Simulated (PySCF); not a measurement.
**Electron correlation in C²⁺ (carbon, charge +2)**

[He] 2s1 2p1, high-spin 3P determinant (an excited configuration). Calculation: PySCF 2.14, in aug-cc-pVQZ-DK; scalar relativity by spin-free X2C-1e. Frozen: 1s2; 2 electrons correlated.

With two correlated electrons CCSD is exact within the correlated space (frozen core and kept virtual orbitals).

```
level  correlation energy (mhartree)
 CCSD                          -5.29
```

Diagnostics: T1 = 0.0012, D1 = 0.0021, largest double amplitude 0.019.

Cost of the coupled-cluster step: roughly 10 core-seconds, for 2 correlated electrons.
